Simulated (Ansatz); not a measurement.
The cluster CdCl2⁺ (the lowest doublet isomer of a short search). Charge 1, multiplicity 2. Geometry r2SCAN-D4/def2-TZVP, basis def2-TZVP, Ansatz.

```csv
atom,x (Å),y (Å),z (Å)
Cd1,0.000,-0.001,-0.001
Cl2,-2.174,-0.170,0.712
Cl3,2.174,0.171,-0.711
```

| run | HOMO (eV) | LUMO (eV) |
| --- | --- | --- |
| A | -13.68 | -13.62 |
| B | -14.00 | -13.67 |
| C | -13.62 | -13.53 |
| D | -16.24 | -8.85 |
| E | -13.98 | -13.45 |
| F | -14.29 | -13.27 |

In the def2 sets Cd takes a core potential; there is no spin–orbit coupling. B3LYP takes the VWN-RPA correlation. HSE06 is defined as in plane-wave codes, on full-range PBE exchange. HOMO above LUMO, or a gap near zero within one spin, warns that the state may not be the lowest or that an electron is smeared out. The structure comes from a short search, and lower isomers may exist.

HOMO and LUMO are taken over both spins.

The runs used B3LYP, HF, HSE06, PBE, r2SCAN, revPBE. Estimate which is which.

A PBE (0 % exact exchange); B r2SCAN (0 % exact exchange); C revPBE (0 % exact exchange); D HF (100 % exact exchange); E HSE06 (range-separated); F B3LYP (20 % exact exchange). Exact exchange lowers occupied and raises empty levels; among semilocal functionals meta-GGAs tend to open the gap a little, and such runs are hard to tell apart. The gap grows from 0.06 eV (PBE) to 7.39 eV (HF). At PBE-D4/def2-TZVP, revPBE-D4/def2-TZVP the gap within one spin of the charge 1 doublet nearly closes, so an electron or hole may be smeared out by delocalisation error.
